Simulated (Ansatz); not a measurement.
```yaml
crystal:
  periodic: [false, false, false]
  atoms:
    - {symbol: C, position_ang: [0.233708, -1.495680, 0.976142]}
    - {symbol: B, position_ang: [0.983809, -0.123636, 0.525069]}
    - {symbol: Si, position_ang: [-0.641652, 1.246991, -0.714515]}
    - {symbol: Cl, position_ang: [-2.262778, 0.047127, -0.948950]}
    - {symbol: Cl, position_ang: [0.232762, 1.600065, -2.890504]}
    - {symbol: Cl, position_ang: [-0.668541, 2.978429, 0.368283]}
    - {symbol: H, position_ang: [0.023633, -1.079939, 1.566769]}
    - {symbol: H, position_ang: [-0.644887, -1.829578, 0.179076]}
    - {symbol: H, position_ang: [1.442771, -1.923996, 0.916348]}
    - {symbol: H, position_ang: [1.758374, 0.424276, 0.489797]}
basis:
  gaussian: {orbitals: cc-pVTZ-DK, final_grid: {core_spheres: 8, valence_spheres: 7, degree: 23}}
magnetization: {spin_polarized: true, initial_magnetization: 0}
hamiltonian: {xc: {name: B3LYP-D3}}
output: {forces: true}
```

```sh
$ ansatz run in.yaml --threads 4 --pin off --events-out ev --progress --plain --max-ram 10444MiB
```

It prints (some lines left out):

```
Error: YAML parse error: error: line 17 column 19: hamiltonian.xc: no functional is named "B3LYP-D3"; the names, which are not case-sensitive, are SVWN5, SPW92, PBE, PBE0, PBEsol, revPBE, revPBE0, RPBE, rPW86-PBE, HSE06, wPBEh, LC-wPBE, HISS, HF, BLYP, B3LYP, B3LYP5, BHLYP, CAM-B3LYP, r2SCAN, r2SCANh, r2SCAN0, r2SCAN50, m-r2SCAN, B97, wB97, wB97X, wB97X-V, B97M-V, wB97M-V, B2PLYP, B2GP-PLYP, PBE0-DH, PBE-QIDH
15 |   gaussian: {orbitals: cc-pVTZ-DK, final_grid: {core_spheres: 8, valence_spheres: 7…
16 | magnetization: {spin_polarized: true, initial_magnetization: 0}
17 | hamiltonian: {xc: {name: B3LYP-D3}}
18 | output: {forces: true}
```

Task: Something in this input is off. What?

Result: The method's name isn't one that the program takes here. The input was rejected before any iteration.

HSE06 is defined as in plane-wave codes.
